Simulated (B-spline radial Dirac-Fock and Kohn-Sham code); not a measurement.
**Compton profile of Sn⁴⁺**

System: the Sn⁴⁺ ion, configuration [Kr] 4d9 5s1 (an excited configuration).

Model: the impulse approximation on Dirac-Fock densities. Program: a B-spline atomic structure program. pz is in atomic units of momentum; subshell profiles are per electron, for a selection of subshells; open shells are spread over both j values by their weights.

```
 pz    J total   J 3d3/2   J 3d5/2   J 4s1/2   J 5s1/2
  0      5.998    0.0564    0.0569     0.318     0.795
0.1      5.972    0.0564    0.0569     0.317     0.773
0.2      5.897    0.0564    0.0569     0.312     0.708
0.3      5.784    0.0564    0.0569     0.304     0.613
0.4      5.648    0.0564    0.0569     0.294     0.501
0.5      5.502    0.0564    0.0569     0.281     0.388
0.6      5.359    0.0564    0.0569     0.266     0.286
0.8      5.104    0.0564    0.0569     0.232     0.141
  1      4.885    0.0563    0.0569     0.195    0.0745
1.2      4.668    0.0563    0.0569     0.158    0.0564
1.4      4.425    0.0563    0.0569     0.124    0.0549
1.6      4.146    0.0563    0.0569    0.0951    0.0531
1.8      3.840    0.0563    0.0569    0.0717    0.0466
  2      3.523    0.0562    0.0568    0.0540    0.0371
2.5      2.783    0.0560    0.0565    0.0305    0.0157
  3      2.214    0.0555    0.0560    0.0247   0.00618
  4      1.563    0.0532    0.0536    0.0233   0.00389
  5      1.240    0.0488    0.0491    0.0162   0.00315
  7     0.8328    0.0359    0.0358   0.00383  0.000770
 10     0.4573    0.0176    0.0173   0.00184  0.000278
 15     0.1978   0.00418   0.00402  0.000790  0.000126
 20     0.1002  0.000987  0.000931  0.000149  2.35e-05
 30    0.03380  7.57e-05  6.87e-05  5.19e-05  7.79e-06
 40    0.01450  9.03e-06  7.86e-06  3.82e-05  5.77e-06
 60   0.003767    < 1e-6    < 1e-6  1.12e-05  1.69e-06
100  0.0004900    < 1e-6    < 1e-6  1.23e-06    < 1e-6
```

J(0) = 5.998. The 4d5/2 subshell gives the largest part, 16 %.

Mean momentum ⟨p⟩ by subshell (a.u.): 1s1/2 45.8, 2s1/2 16.2, 2p1/2 21.6, 2p3/2 20.6, 3s1/2 7.80, 3p1/2 9.32, 3p3/2 9.01, 3d3/2 10.7, 3d5/2 10.6, 4s1/2 3.55, 4p1/2 3.91, 4p3/2 3.79, 4d3/2 3.82, 4d5/2 3.77, 5s1/2 1.38.

Values without a named source are computed, but for edge energies of neutral atoms, which are taken from tables.
